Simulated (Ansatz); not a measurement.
## GaSiH4O (SMILES [SiH3][O][GaH]): the vertical energy of the quartet above the doublet, rung by rung

GaSiH4O has 7 atoms, charge 0, and is taken as a doublet. As SMILES, `[SiH3][O][GaH]`. The coordinates come from a PBE0-D4/def2-TZVP relaxation. This is one conformer, not always the lowest.

Each level gives the vertical energy of the quartet above the doublet (eV). The values are calculated.

```tsv
level	kind	program	value (eV)	CPU time (all runs)
USVWN5/cc-pVDZ	LDA	Ansatz	5.51	23 s
UB3LYP/cc-pVDZ	global hybrid	Ansatz	5.76	63 s
U-wB97M-V/cc-pVDZ	range-separated hybrid	Ansatz	6.03	6.9 min
U-wB97X/cc-pVDZ	range-separated hybrid	Ansatz	6.18	3.5 min
UCAM-B3LYP/cc-pVDZ	range-separated hybrid	Ansatz	5.93	59 s
UB2PLYP/cc-pVDZ	double hybrid	Ansatz	6.04	58 s
RPA@PBE/cc-pVDZ	RPA	Ansatz	5.21	72 s
RPA@PBE0/cc-pVDZ	RPA	Ansatz	5.77	92 s
```

All-electron rows without a relativistic Hamiltonian named are non-relativistic. The values span 5.21 to 6.18 eV. Times are those of the runs behind each value, whatever else they computed, on shared processors of several kinds: orders of magnitude only.
